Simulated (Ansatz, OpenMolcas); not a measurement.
# Worked example: the enthalpy of formation of H2Te (hydrogen telluride)

The species is H2Te (3 atoms), meant as a singlet with charge 0. As SMILES, `[TeH2]`. The coordinates come from a PBE0-D4/def2-TZVP relaxation.

```xyz
3

Te    0.5790   -0.4640    0.2590
H     0.2517    1.1592    0.2661
H    -0.8416   -0.7601   -0.5383
```

Total energies at PBE/def2-TZVPPD (core potential) (OpenMolcas 26.06); the atoms run unrestricted:

```tsv
species	state	energy (Eh)
H2Te	singlet	-269.199298
Te	triplet	-267.973245
H	doublet	-0.499616
```

Harmonic wavenumbers at PBE0-D4/def2-TZVP, in cm⁻¹: 891, 2164, 2172.

Measured heats of formation of the gaseous atoms at 298.15 K, in kJ/mol: Te 196.7, H 218.0. Spin-orbit lowering of the atoms at 298 K (mean of the ground term's levels less their thermal mean, from spectra), in kJ/mol: Te 25.20. Take 1 Eh = 2625.50 kJ/mol, 1 cm⁻¹ = 0.0119627 kJ/mol, RT = 2.479 kJ/mol.

Q: Work out the heat of formation of the gas at 298 K.

A: 
1. Electronic atomisation energy: (-267.973245) + 2 × (-0.499616) − (-269.199298) = 0.226821 Eh = 595.5 kJ/mol.
2. Zero-point energy: half the sum of the wavenumbers, 2613.5 cm⁻¹ = 31.3 kJ/mol.
3. Thermal vibrational enthalpy, Σ hcν̃/(exp(hcν̃/kT) − 1): 0.1 kJ/mol. Translation, rotation and pV of a non-linear molecule: 4 RT = 9.9 kJ/mol.
4. The 3 free atoms carry 5/2 RT each: 18.6 kJ/mol.
5. Spin-orbit coupling lowers the free atoms by 25.20 = 25.2 kJ/mol.
6. Atomisation enthalpy at 298 K: 595.5 − 25.2 − 31.3 − 0.1 − 9.9 + 18.6 = 547.6 kJ/mol.
7. Sum of the atoms' heats of formation: 632.7 kJ/mol. Heat of formation: 632.7 − 547.6 = +85.1 kJ/mol.

The tabulated value is +99.6 kJ/mol (CRC Handbook of Chemistry and Physics), so this level is off by -14.5 kJ/mol, or 2.7 % of the atomisation enthalpy. Gradient-corrected functionals often overbind somewhat. Anharmonicity and any spin-orbit splitting of the molecule are left out.
